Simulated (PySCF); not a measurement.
The vertical singlet excitations below were computed for one of the candidates. Theory: TDDFT CAM-B3LYP/def2-SVPD, vertical, gas phase, core orbitals frozen in the response in PySCF 2.14.0, density-fitted response routines. Geometries: GFN2-xTB, one conformer each.

```csv
state,E (eV),λ (nm),f
S1,5.43,228.5,0.304
S2,5.43,228.2,0.014
S3,6.06,204.7,0.0000
S4,6.29,197.3,0.033
S5,6.41,193.3,0.0032
S6,6.59,188.2,0.077
S7,7.05,175.8,0.024
S8,7.23,171.6,0.287
```

Problem. Which candidate is it? All have the formula C8H7F.
A. `C#C/C=C(F)\C=C\C=C`
B. `F/C=C\C1=C[C@@H]2[C@@H]3[C@H]1[C@H]23`
C. `C#C/C(F)=C\C=C/C=C`
D. `C1(=C(F)C#C)CC=CC1`
E. `C=Cc1ccc(F)cc1`

Solution. D. Its S1, at 5.43 eV, is the highest among the candidates; the nearest of the others has S1 at 4.95 eV. S1 is HOMO→LUMO (88%). Löwdin shares by element: HOMO carbon 60% or more (atoms not listed hold the other 40%); LUMO carbon 73% or more (atoms not listed hold the other 27%). At the same level the other candidates give, for their lowest levels:
- `C#C/C(F)=C\C=C/C=C`: 4.34 eV (f 1.029); 5.33 eV (f 0.000); 5.60 eV (f 0.035); 5.65 eV (f 0.000); 5.93 eV (f 0.050); T1 2.25 eV; HOMO -7.39, LUMO -0.95 eV
- `C#C/C=C(F)\C=C\C=C`: 4.29 eV (f 0.999); 5.25 eV (f 0.000); 5.63 eV (f 0.138); 5.81 eV (f 0.000); 6.26 eV (f 0.002); T1 2.26 eV; HOMO -7.49, LUMO -1.11 eV
- `C=Cc1ccc(F)cc1`: 4.95 eV (f 0.130); 5.25 eV (f 0.262); 6.42 eV (f 0.279); 6.59 eV (f 0.007); 6.71 eV (f 0.443); T1 3.24 eV; HOMO -7.81, LUMO -0.14 eV
- `F/C=C\C1=C[C@@H]2[C@@H]3[C@H]1[C@H]23`: 4.81 eV (f 0.337); 5.83 eV (f 0.000); 5.97 eV (f 0.000); 6.46 eV (f 0.022); 6.66 eV (f 0.000); T1 2.66 eV; HOMO -7.08, LUMO 0.29 eV
Triplets come from the Tamm–Dancoff approximation.
